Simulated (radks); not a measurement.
Task: All-electron atom: Hg I in [Xe] 4f14 5d10 6s1.75 6p0.25 (fractional occupations, a model configuration). Method: Dirac Kohn-Sham, PBEsol, spin-unpolarised, spherical densities, point nucleus; open shells fill j = l - 1/2 first; computed with a radial shooting solver on a logarithmic mesh with Libxc functionals.

Spin-orbit splittings of the eigenvalues, e(l+1/2) - e(l-1/2), with zeta = 2 splitting/(2l+1) and mean radii in bohr:

shell  occ.  splitting (eV)  zeta (eV)  <r> j=l-1/2  <r> j=l+1/2
2p        6            1947       1298      0.05693      0.06561
3p        6           431.2      287.5       0.1705       0.1864
3d       10           92.41      36.96       0.1622       0.1670
4p        6           104.2      69.48       0.4012       0.4355
4d       10           19.43      7.771       0.4426       0.4537
4f       14               ?          ?       0.4793       0.4861
5p        6           18.34      12.23       0.9717        1.069
5d       10           1.845     0.7380        1.457        1.527
6p     0.25          0.7087     0.4725        3.920        4.769

Estimate the 4f splitting.

Result: 4.194 eV (zeta = 1.198 eV).
